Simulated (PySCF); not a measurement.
Geometry (Å), atoms numbered from 1 in this order:
```xyz
12

C     1.9898   -0.3528    0.2725
O     0.5586   -0.4676    0.3912
S    -0.2936    0.5076   -0.4958
O    -0.2051    0.1479   -1.8691
O    -0.1099    1.8552   -0.0781
C    -1.9273   -0.0782    0.1443
F    -2.0290    0.1634    1.4386
F    -2.0753   -1.3717   -0.0770
F    -2.8669    0.5893   -0.5036
H     2.2975   -0.5741   -0.7498
H     2.3095    0.6466    0.5670
H     2.3904   -1.0956    0.9567
```

[PySCF: B97-2/pcSseg-2 with gauge-including orbitals; PBE0-D3(BJ)/def2-TZVP geometry; a single conformation; one averaged value for each set of equivalent atoms; no solvent model; non-relativistic Hamiltonian]

Scale: ¹³C, ¹H against TMS; ¹⁷O vs H2O; ³³S against CS2; ¹⁹F against CFCl3 (reference shieldings calculated alike).

| atoms | nucleus | count | δ (ppm) |
| --- | --- | --- | --- |
| H10/H11/H12 | ¹H | 3 | ? |
| O2 | ¹⁷O | 1 | 150.1 |
| C6 | ¹³C | 1 | 129.8 |
| C1 | ¹³C | 1 | 53.3 |
| O4/O5 | ¹⁷O | 2 | 196.5 |
| S3 | ³³S | 1 | 334 |
| F7/F8/F9 | ¹⁹F | 3 | ? |

Fill in the missing shifts.

Answers


- H10/H11/H12: 3.90 ppm, hydrogen on a methyl carbon bonded to O; its carbon carries O, hence the downfield position
- F7/F8/F9: -86.4 ppm, fluorine of an SCF3 group

Shifts are as computed. Against solution values, carbons near 30 ppm lie about +3 ppm off and those near 130 ppm about +7 ppm. Of 1211 compounds with measured shifts, 218 miss one by over three times the rms of a fit or turn the order of signals round; such compounds aren't used in these exercises. Unscaled 19F shifts against computed CFCl3 carry errors that often reach 10 to 50 ppm. Experimental scales use liquid or dissolved standards, which lie at an offset from isolated H2O (liquid H2O: subtract about 36 ppm).
